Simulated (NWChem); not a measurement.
System: C₆H₁₃O, doublet; SMILES C[C](C)CC(C)O

Here is an NWChem input.

```
start job
memory heap 200 mb stack 900 mb global 1100 mb
geometry units angstroms noautosym nocenter noautoz
  C      0.946939     2.206154    -0.050297
  C     -0.100847     1.139169     0.052162
  C     -1.457457     1.406988    -0.526598
  C      0.081007    -0.000256     1.018701
  C      0.207945    -1.408973     0.394354
  C      1.320066    -1.510723    -0.649746
  O     -1.064742    -1.737111    -0.170137
  H      0.958783     2.669555    -1.046387
  H      0.773786     3.030953     0.667608
  H      1.952896     1.819950     0.155202
  H     -2.063348     2.055874     0.134622
  H     -2.017110     0.478737    -0.671262
  H     -1.389796     1.929640    -1.490386
  H      0.980302     0.162118     1.627980
  H     -0.768784    -0.051686     1.718502
  H      0.430415    -2.108968     1.218698
  H      1.129591    -0.819393    -1.477142
  H      2.296526    -1.270811    -0.212404
  H      1.382819    -2.529544    -1.055143
  H     -0.970960    -2.578476    -0.643130
end
basis spherical
  * library def2-tzvp
end
dft
  odft
  mult 2
  xc hfexch
  iterations 150
  semidirect filesize 400000000
end
property
  efieldgrad
end
task dft property
```

The geometry was optimised at B3LYP/6-31G* (spherical d), spin-unrestricted. Not confirmed as a minimum by frequencies. No stability test was run on the SCF state.

Vzz is the largest principal value of the second derivative of the potential at the nucleus (NWChem prints the opposite sign); η is the asymmetry. Non-relativistic.

Atoms are numbered as in the input.

Problem. What results follow from this input? (UHF/def2-TZVP.) Quantities: Vzz O7 (a.u.); η O7.

Solution. 
```yaml
Vzz O7 (a.u.): -1.946
"η O7": 0.88
```
